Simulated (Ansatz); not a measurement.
C₂H₅AlFN (`N[CH]1[CH2][Al]1[F]`), relaxed with RKS PBE0-D4/def2-TZVP in Ansatz 0.2.0 from a PBE-D4/def2-SVP geometry. The force threshold is 0.005 eV/Å; the program also tests the step.

The species carries charge 0 and has multiplicity 1.

Start:

```xyz
10

N     0.933    0.115    1.351
C     0.450    0.323    0.030
C    -1.129    0.317   -0.199
Al   -0.198   -0.648   -1.575
F    -0.427   -1.724   -2.849
H     0.864   -0.857    1.670
H     1.895    0.439    1.495
H     0.861    1.275   -0.367
H    -1.666    1.260    0.031
H    -1.582   -0.500    0.413
```

(1) How much energy does the relaxation release, and in how many steps? (Estimate.)

(2) Which bonds change most? (Best estimate.)

(3) Give the relaxed structure. (Best estimate.)

## Answers

(1) Ansatz gave: 6.85 kJ/mol, in 13 steps.

(2) Computed: C2–Al4 from 1.985 to 1.925 Å; Al4–F5 from 1.682 to 1.648 Å; C3–Al4 from 1.922 to 1.891 Å; C3–H9 from 1.109 to 1.089 Å.

(3) The calculation gave: 
```xyz
10

N     0.921    0.049    1.338
C     0.431    0.270    0.016
C    -1.159    0.322   -0.182
Al   -0.258   -0.668   -1.517
F    -0.324   -1.673   -2.822
H     1.022   -0.926    1.575
H     1.801    0.513    1.513
H     0.832    1.215   -0.364
H    -1.632    1.295   -0.054
H    -1.633   -0.398    0.497
```
